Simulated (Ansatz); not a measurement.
## Relative stability

The two ends of one reaction step of BSiH$_{5}$Cl$_{2}$O, closed shell (PBE0-D4/def2-TZVP).

A:

```
10
angstrom
B -1.0589 -1.5407 0.3186
Si 1.3468 1.4555 -0.2205
Cl -0.7175 -2.0849 -1.3208
Cl 0.1642 -1.6991 1.5561
H -0.1220 1.2383 -0.2852
O -2.2442 -1.0102 0.6488
H 1.6869 2.6764 -0.9952
H 1.7565 1.6349 1.1941
H 2.0455 0.2851 -0.8058
H -2.8576 -0.9554 -0.0902
```

B:

B1  (-0.142, -0.633, -0.091)
Si2  (1.298, 0.790, -0.094)
Cl3  (-0.521, -1.338, -1.739)
Cl4  (0.032, -1.891, 1.227)
H5  (-2.195, -0.100, -0.424)
O6  (-1.590, 0.084, 0.312)
H7  (0.995, 1.864, -1.083)
H8  (1.429, 1.430, 1.247)
H9  (2.607, 0.181, -0.452)
H10  (-1.913, -0.388, 1.097)
(Å)

Ansatz 0.2.0; basis: def2-TZVPP; cores frozen in the correlated methods. B3LYP uses VWN-RPA correlation.

Task: Which structure is lower at CCSD(T), and by how much? (An estimate is asked for; the value comes from the calculation.)

Result: By the calculation: A, by 28.07 kcal/mol (electronic energy, against the other). By their contacts, A is a complex of BHCl₂O ([OH][B]([Cl])[Cl]) + SiH₄ and B is BSiH₅Cl₂O ([OH2][B]([SiH3])([Cl])[Cl]).

All methods give the same order:

| method | E(B) − E(A) (kcal/mol) |
| --- | --- |
| SPW92 | 18.27 |
| PBE-D4 | 24.06 |
| BLYP-D4 | 29.39 |
| r2SCAN-D4 | 27.03 |
| B97M-V | 29.36 |
| PBE0-D4 | 24.41 |
| B3LYP-D4 | 29.36 |
| r2SCAN0-D4 | 26.70 |
| BHLYP-D4 | 30.08 |
| CAM-B3LYP-D4 | 29.25 |
| wB97X-V | 27.03 |
| wB97M-V | 27.51 |
| B2PLYP | 30.10 |
| PBE-QIDH | 25.63 |
| RPA on PBE | 29.33 |
| HF | 38.35 |
| MP2 | 27.53 |
| CCSD | 29.38 |
| CCSD(T) | 28.07 |

T1 diagnostic: at most 0.012.

Labels in which every atom is bracketed show which atoms are joined, not bond orders.

For scale, one of the runs: CCSD(T)/def2-TZVPP, 258 basis functions, launched by `ansatz run in.yaml --threads 8 --pin off --events-out ev --progress --plain --max-ram 19148MiB`. The run took 75 s on 8 CPU threads of an Intel Xeon Platinum 8175M (shared host), with 5.6 GiB of host memory at its peak.
